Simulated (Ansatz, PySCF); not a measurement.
Dissociation curve of MgH, doublet.

UCCSD(T) = CCSD(T) on UHF/def2-SVP, frozen core run with Ansatz (an electronic-structure program); UHF/def2-SVP (Ansatz); UKS-B3LYP/LANL2DZ = unrestricted B3LYP/LANL2DZ, with its core potentials past Ne in PySCF.

Total energies in hartree (comparable only within one method and basis):

| R / Å | UCCSD(T) | UHF | UKS-B3LYP/LANL2DZ |
|---|---|---|---|
| 1.32 | -200.06544 | -200.03020 | -1.33186 |
| 1.40 | -200.08457 | -200.04968 | -1.35101 |
| 1.50 | -200.09961 | -200.06503 | -1.36630 |
| 1.57 | -200.10581 | -200.07137 | -1.37272 |
| 1.65 | -200.10969 | -200.07530 | -1.37683 |
| 1.68 | -200.11044 | -200.07604 | -1.37765 |
| 1.74 | -200.11100 | -200.07655 | -1.37834 |
| 1.77 | -200.11089 | -200.07638 | -1.37828 |
| 1.84 | -200.10978 | -200.07511 | -1.37725 |
| 1.90 | -200.10809 | -200.07322 | -1.37558 |
| 2.02 | -200.10330 | -200.06793 | -1.37072 |
| 2.13 | -200.09796 | -200.06214 | -1.36516 |
| 2.37 | -200.08585 | -200.05000 | -1.35208 |
| 2.65 | -200.07477 | -200.04079 | -1.33898 |
| 2.90 | -200.06928 | -200.03666 | -1.33082 |
| 3.11 | -200.06718 | -200.03498 | -1.32631 |
| 3.48 | -200.06607 | -200.03394 | -1.32200 |
| 3.85 | -200.06596 | -200.03384 | -1.32028 |
| 4.20 | -200.06600 | -200.03393 | -1.31964 |
| 4.77 | -200.06604 | -200.03405 | -1.31920 |
| 5.31 | -200.06605 | -200.03408 | -1.31901 |
| 6.11 | -200.06604 | -200.03409 | -1.31887 |
| 6.88 | -200.06604 | -200.03409 | -1.31884 |

The unrestricted determinant behind UCCSD(T), UHF is spin-contaminated at 2.37 to 3.11 Å (<S²> up to 0.9, against 0.75 for a pure doublet).
